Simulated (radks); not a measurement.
Valence configurations of Ru3+ (all share [Kr]). Calculated with a radial shooting solver on a logarithmic mesh with Libxc functionals: Dirac Kohn-Sham, PBE, spin-unpolarised, spherical densities, point nucleus; open shells are shared between the two j in proportion to 2j + 1. Energies are relative to 4d5; eigenvalues in eV.

\begin{tabular}{lrrrrrr}
valence & E (eV) & e(4d3/2) & e(4d5/2) & e(5p1/2) & e(5p3/2) & e(5s1/2) \\ \hline
4d5 & 0.000 & -37.594 & -37.179 & - & - & - \\
4d4 5s1 & 9.575 & -41.417 & -40.973 & - & - & -30.578 \\
4d4 5p1 & 16.639 & -42.436 & -41.988 & -24.487 & -23.951 & - \\
4d3.5 5s1.5 & 15.115 & -43.372 & -42.913 & - & - & -31.503 \\
4d3 5s1 5p1 & 28.610 & -46.338 & -45.861 & -25.962 & -25.377 & -33.036 \\
4d3 5p2 & 36.098 & -47.308 & -46.827 & -26.511 & -25.920 & - \\
4d4.5 5s0.5 & 4.540 & -39.488 & -39.059 & - & - & -29.661 \\
4d4 5s0.5 5p0.5 & 13.099 & -41.929 & -41.483 & -24.192 & -23.660 & -30.901 \\
4d3 5s2 & 21.173 & -45.348 & -44.874 & - & - & -32.423 \\
4d3.5 5s0.5 5p1 & 22.366 & -44.377 & -43.915 & -25.228 & -24.668 & -32.132 \\
\end{tabular}

NIST lists [Kr] 4d5 as the ground configuration; this level of theory agrees among the configurations tried. The energies are those of spherical spin-averaged densities, not of single terms.
